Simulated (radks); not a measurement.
Effect of the nuclear size on the zinc ion Zn+, [Ar] 3d10 4s1. Calculated with a radial shooting solver on a logarithmic mesh with Libxc functionals: Dirac Kohn-Sham, BLYP, spin-unpolarised, spherical densities, finite nucleus; Fermi nuclear charge, rms radius 3.9283 fm. The rms radius is varied about that value; shifts are against it.

| rms radius (fm) | total energy shift (eV) | density at nucleus (e/bohr^3) | 1s1/2 shift (meV) | 2s1/2 shift (meV) | 2p1/2 shift (meV) | 3s1/2 shift (meV) |
|---|---|---|---|---|---|---|
| 3.288 | -0.0703 | 2.534e+04 | -29.9 | -2.86 | 0.237 | -0.424 |
| 3.8065 | -0.0143 | 2.513e+04 | -6.07 | -0.581 | 0.048 | -0.086 |
| 3.9283 | 0 | 2.509e+04 | 0.000 | 0.000 | 0.000 | 0.000 |
| 4.1954 | 0.0328 | 2.499e+04 | 13.9 | 1.33 | -0.110 | 0.198 |
| 4.824 | 0.118 | 2.48e+04 | 50.1 | 4.80 | -0.397 | 0.712 |

Slopes of the eigenvalues against <r^2> in GHz/fm^2, as finite differences over the two radii next to the reference (eigenvalue slopes, not the field-shift constants of lines): 1s1/2 1550, 2s1/2 149, 2p1/2 -12.3, 3s1/2 22.1.
